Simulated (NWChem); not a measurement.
**Polarisability of germanium monoxide (GeO)**

```xyz
2

Ge     0.0000     0.0000     0.3297
O      0.0000     0.0000    -1.3189
```
Charge 0, spin multiplicity 1.

Everything below was run with NWChem. All single points use one geometry, from PBE/def2-SVP, a minimum by its harmonic frequencies.

Basis set: def2-SVPD. The field's frequency is 0.0773 Ha (589 nm).

| method | isotropic polarisability (bohr³) | difference from CCSD linear response |
|---|---|---|
| PBE | 34.37 | -0.94 |
| B3LYP | 33.39 | -1.93 |
| HF | 31.86 | -3.45 |
| PBE0 | 33.25 | -2.06 |
| CCSD linear response | 35.31 | 0.00 |

The values span 3.45 bohr³, from HF (lowest) to CCSD linear response (highest). 

The Hamiltonian is non-relativistic. The correlated methods keep 10 core orbitals frozen. B3LYP has NWChem's definition, with VWN1-RPA local correlation. No row is a measurement; the coupled-cluster row has its own basis-set and correlation limits.
